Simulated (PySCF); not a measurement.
Molecule: `CCCNBNC`, C$_{4}$H$_{13}$BN$_{2}$.

Bonds (- single, = double, # triple, : aromatic): C1-C2, C2-C3, C3-N4, N4-B5, B5-N6, N6-C7. C1 carries H8, H9, H10; C2 carries H11, H12; C3 carries H13, H14; N4 carries H15; B5 carries H16; N6 carries H17; C7 carries H18, H19, H20.

Frames of a GFN2-xTB Langevin trajectory at 300 K; GIAO PBE0/pcSseg-1 shieldings in PySCF 2.14.0 with density-fitted response routines, gas phase, non-relativistic; equivalent atoms averaged within each frame.

Chemical shifts δ = σref − σ; ¹³C (σ = 186.93 ppm), ¹H (σ = 31.72 ppm) against TMS; ¹⁵N (σ = 267.73 ppm) against NH3; BF3·OEt2 for ¹¹B (σ = 100.07 ppm), all at this level. The references are static minima.

**Question.** How do the shifts (ppm) fluctuate along the trajectory?

**Answer.** 
| time (fs) | C3 | C2 | C7 | C1 | N6 | N4 | B5 | H16 | H13/H14 | H11/H12 |
| --- | --- | --- | --- | --- | --- | --- | --- | --- | --- | --- |
| 250 | 50.5 | 40.7 | 33.0 | 6.6 | 81.3 | 73.7 | 25.1 | 4.17 | 3.11 | 2.62 |
| 425 | 52.0 | 29.0 | 36.0 | 16.2 | 69.1 | 89.1 | 26.3 | 4.30 | 3.50 | 0.99 |
| 625 | 48.2 | 30.3 | 35.3 | 8.7 | 77.8 | 79.9 | 31.1 | 4.84 | 3.06 | 1.86 |
| 800 | 59.2 | 36.6 | 38.6 | 21.7 | 74.3 | 93.2 | 25.9 | 4.39 | 3.43 | 1.75 |
| 1000 | 60.8 | 27.1 | 31.4 | 14.0 | 64.5 | 90.4 | 25.8 | 4.23 | 3.82 | 1.30 |
| mean of frames | 54.1 | 32.7 | 34.9 | 13.4 | 73.4 | 85.3 | 26.8 | 4.39 | 3.38 | 1.70 |
| standard deviation | 5.5 | 5.7 | 2.8 | 6.0 | 6.7 | 8.2 | 2.4 | 0.27 | 0.31 | 0.62 |

5 frames give an uncertainty of the mean of about the standard deviation over 2.2 at best, since frames this close in time may not be independent; classical motion lacks zero-point vibration, and the reference would need the same averaging.
